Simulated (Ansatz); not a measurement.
`O[SiH](F)[SiH2][SiH3]` and `O[SiH](F)[SiH2]Br` differ in one atom or group.

Ansatz, PBE0-D4/def2-TZVP geometries, multiplicity 1. Each molecule was computed in one conformer, which needn't be the lowest.

Scalar relativity is left out up to krypton. Spin–orbit coupling is left out; it splits and shifts lone-pair levels of the heavy atoms by tenths of an eV.

```
                                                                                  property  `O[SiH](F)[SiH2][SiH3]`
                                                   HOMO–LUMO gap (ωB97M-V/def2-TZVPP) / eV                    11.09
                                                         LUMO energy (PBE/def2-TZVPP) / eV                    -1.33
                                                       HOMO–LUMO gap (PBE/def2-TZVPP) / eV                     5.43
ideal-gas entropy at 298 K and 1 bar (rigid rotor, harmonic PBE0-D4/def2-TZVP) / J/(mol·K)                      404
                                          size of the dipole moment (B3LYP/def2-TZVPP) / D                     1.60
                                                        HOMO energy (PBE0/def2-TZVPP) / eV                    -7.93
```

(1) Give the same properties after the change, and the shifts. (Estimate.)

Answers

(1) The calculation gave: 
```csv
property,`O[SiH](F)[SiH2]Br`,shift
HOMO–LUMO gap (ωB97M-V/def2-TZVPP) / eV,10.78,-0.31
LUMO energy (PBE/def2-TZVPP) / eV,-2.03,-0.70
HOMO–LUMO gap (PBE/def2-TZVPP) / eV,4.88,-0.55
"ideal-gas entropy at 298 K and 1 bar (rigid rotor, harmonic PBE0-D4/def2-TZVP) / J/(mol·K)",380,-24
size of the dipole moment (B3LYP/def2-TZVPP) / D,1.35,-0.25
HOMO energy (PBE0/def2-TZVPP) / eV,-8.12,-0.19
```

With PBE0 the HOMO falls by 0.19 eV and the LUMO falls by 0.68 eV, so the gap narrows by about 0.49 eV. PBE moves the HOMO by -0.14 eV and ωB97M-V by -0.25 eV. The zero-point energy changes by -60.6 kJ/mol with -9 modes. Dipoles are sizes alone; their direction can turn. Modes under 60 cm⁻¹, often nearly free rotors, make the harmonic entropy too high.

B3LYP here is the variant with VWN-RPA as its local correlation; programs differ in this.
